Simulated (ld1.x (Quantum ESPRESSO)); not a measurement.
## Before and after: PAW potential for Li

Li, PAW, made with ld1.x (Quantum ESPRESSO) 7.5 (LDA (PZ), scalar-relativistic). Core [He], reference 2s1 2p0. Waves: 2s (bound): rcut 2.70, rcutus 2.95 bohr; 2s channel at 0.2 Ry: rcut 2.70, rcutus 2.95 bohr; 2p (bound, empty): rcut 3.75, rcutus 4.25 bohr; 2p channel at 4.3 Ry: rcut 3.75, rcutus 4.25 bohr. Local part: all-electron potential smoothed inside 4.00 bohr (lloc = -1). Core correction: Bessel-smoothed model core inside 2.15 bohr. Augmentation charge: BESSEL, radius 2.60 bohr.

All-electron outer shells of the reference configuration (LDA (PZ), scalar-relativistic, ld1.x):

| shell | level (eV) | outermost node (bohr) | outermost maximum (bohr) |
| --- | --- | --- | --- |
| 1s | -51.10 | – | 0.36 |
| 2s | -2.88 | 0.84 | 3.12 |
| 2p | -1.13 | – | 3.91 |

Change: local potential all-electron potential smoothed inside 2.74 bohr (lloc = -1).

Cutoffs: the cutoffs (Ry, on a coarse ladder) from which the occupation-weighted sum of valence levels, in a spherical-Bessel basis at the reference potential, stays within 10 and 1 mRy of its value at 400 Ry; they do not see the model core or the augmentation charge, which bear on the density cutoff. Errors are all-electron minus pseudo energies relative to the spin-unpolarised reference configuration.

**Question.** How do hardness, ghosts and transferability respond?

**Answer.** Both files are so soft that the ladder of cutoffs tells neither apart; a bound ghost appears in p, which as a rule spoils a file; of the 4 tests that both files solve, the error grows in 1 and shrinks in 0 by more than 15 % and 0.3 meV (median size 0.6 → 0.6 meV). A state that the projectors do not describe sees the local part alone, so a deeper or shallower local part can create or remove a ghost.

```tsv
quantity	base	changed
cutoff, loose	6 Ry	6 Ry
cutoff, tight	6 Ry	6 Ry
bound ghosts	none	p
error for 2s0.5 2p0, meV [ΔE 2.04 eV]	-0.5	-0.5
error for 2s0 2p1, meV [ΔE 1.75 eV]	-2.0	-5.2
error for 2s1 2p0 (spin-polarised), meV [ΔE -0.23 eV]	-0.2	-0.2
error for 2s0.5 2p0 (spin-polarised), meV [ΔE 1.95 eV]	-0.7	-0.7
s: phases at 4.57 bohr within 0.05 rad from the reference energy up to (Ry; the scan ends near 5)	3.2	2.7
p: phases at 4.57 bohr within 0.05 rad from the reference energy up to (Ry; the scan ends near 5)	0.3	0.0
lowest overlap eigenvalue by channel	s 0.55, p 0.06	s 0.56, p 0.02
```

 A true bound ghost makes a file unfit for plane-wave use even where its test errors are small: the radial tests pick states by their node count and pass the ghost by.
